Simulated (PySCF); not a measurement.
Excited states between 380 and 750 nm. Vertical TDDFT excitations of isolated species (PySCF; the level stands beside each; core orbitals frozen in the response), one conformer each, no solvent. Relativistic effects are left out although some hold elements past zinc. Ions are computed without counter-ions or solvent.

1. `CC(=O)C[P@H](C)=S`
2. `[C-]#C/C=C\C(F)(F)F`
3. `FC(F)[C@@H]1C[C@@H](F)[SiH2]1`
4. `CC[C@@H](C)CC(F)F`
5. `CC(=O)O[Si@@H]1CCCO1`
6. `FC(F)(F)/C=C/C[SiH3]`
7. `CCCC(C)=[Se]`
8. `CC(C)CC=[Se]`

For which of them does the calculation put a singlet between 380 and 750 nm?

7 and 8.

1. (B3LYP/def2-SVPD on a GFN2-xTB geometry) 302 nm (f 0.031); 296 nm (f 0.006); 273 nm (f 0.012); 226 nm (f 0.006); 220 nm (f 0.037).
2. (B3LYP/def2-SVPD on a PBE0-D3(BJ)/def2-SVP geometry) 375 nm (f 0.000); 324 nm (f 0.009); 283 nm (f 0.212); 265 nm (f 0.002); 246 nm (f 0.209). No computed singlet lies in the visible range (380 to 750 nm); the lowest, at 375 nm, stands 0.05 eV above its violet end (3.26 eV).
3. (CAM-B3LYP/def2-SVPD on a PBE0-D3(BJ)/def2-SVP geometry) 181 nm (f 0.026); 164 nm (f 0.044); 158 nm (f 0.048); 157 nm (f 0.015); 150 nm (f 0.005).
4. (CAM-B3LYP/def2-SVPD on a PBE0-D3(BJ)/def2-SVP geometry) 139 nm (f 0.002); 138 nm (f 0.007); 135 nm (f 0.008); 133 nm (f 0.016); 130 nm (f 0.025).
5. (CAM-B3LYP/def2-SVPD on a PBE0-D3(BJ)/def2-SVP geometry) 210 nm (f 0.000); 160 nm (f 0.005); 157 nm (f 0.081); 156 nm (f 0.008); 153 nm (f 0.001).
6. (CAM-B3LYP/def2-SVPD on a PBE0-D3(BJ)/def2-SVP geometry) 183 nm (f 0.522); 169 nm (f 0.006); 155 nm (f 0.003); 153 nm (f 0.016); 151 nm (f 0.009).
7. (wB97X-D/def2-SVPD on a PBE0-D3(BJ)/def2-SVP geometry) 562 nm (f 0.000); 249 nm (f 0.258); 217 nm (f 0.003); 211 nm (f 0.040); 208 nm (f 0.083). S1 lies in the visible range (380 to 750 nm), at 562 nm, dark in the vertical dipole picture (f under 0.0005); light of that wavelength is green to yellow-green, and its complementary colour is purple to violet; a Tamm–Dancoff triplet lies at 683 nm, without intensity as long as spin–orbit coupling is left out.
8. (wB97X-D/def2-SVPD on a PBE0-D3(BJ)/def2-SVP geometry) 600 nm (f 0.000); 238 nm (f 0.284); 217 nm (f 0.001); 209 nm (f 0.006); 204 nm (f 0.113). S1 lies in the visible range (380 to 750 nm), at 600 nm, dark in the vertical dipole picture (f under 0.0005); light of that wavelength is orange, and its complementary colour is green-blue; a Tamm–Dancoff triplet lies at 465 nm, without intensity as long as spin–orbit coupling is left out.
